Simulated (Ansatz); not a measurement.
SiPt₂. Total charge 0; singlet. Geometry PBE0-D4/def2-TZVP, basis def2-TZVP, Ansatz.

```xyz
3

Pt   -0.170   -1.441   -1.478
Pt    0.170    1.441    1.478
Si    0.000    0.000    0.000
```

```csv
run,HOMO (eV),LUMO (eV)
A,-5.33,-3.48
B,-5.63,-3.45
C,-7.42,0.36
D,-5.40,-3.63
E,-5.50,-3.75
F,-7.88,-1.10
```

In the def2 sets Pt takes a core potential; there is no spin–orbit coupling. The structure comes from a short search, and lower isomers may exist.

The runs used B97M-V, HF, PBE, r2SCAN, revPBE, ωB97M-V. Estimate which is which.

A B97M-V (0 % exact exchange); B r2SCAN (0 % exact exchange); C HF (100 % exact exchange); D revPBE (0 % exact exchange); E PBE (0 % exact exchange); F ωB97M-V (range-separated). Exact exchange lowers occupied and raises empty levels; among semilocal functionals meta-GGAs tend to open the gap a little, and such runs are hard to tell apart. The gap grows from 1.75 eV (PBE) to 7.77 eV (HF).
